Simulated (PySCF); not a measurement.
**Radial density of Sn⁴⁵⁺ (tin, charge +45)**

M06, [He] 2s2 2p1, 2P determinant. Calculation: PySCF 2.14, in an uncontracted even-tempered set (19 s from 20 bohr⁻², ratio 2.2; 12 p from 26 bohr⁻², ratio 2.2; 5 d from 99 bohr⁻², ratio 2.4; 5 f from 150 bohr⁻², ratio 2.4; 4 g from 220 bohr⁻², ratio 2.4); scalar relativity by spin-free X2C-1e.

```
r (bohr)  4πr²ρ (e/bohr)  4πr²(ρα − ρβ)
  0.0256           53.47         1.6229
  0.0430           28.20         5.0982
  0.0724           24.84         9.2341
   0.122           23.60         6.5051
   0.205           4.066         0.9408
   0.344         0.04104         0.0094
```

Densities and radii are taken from the X2C orbitals without a picture-change correction, which distorts them close to the nucleus.

Spin-orbit coupling, absent here, splits the open shell strongly.
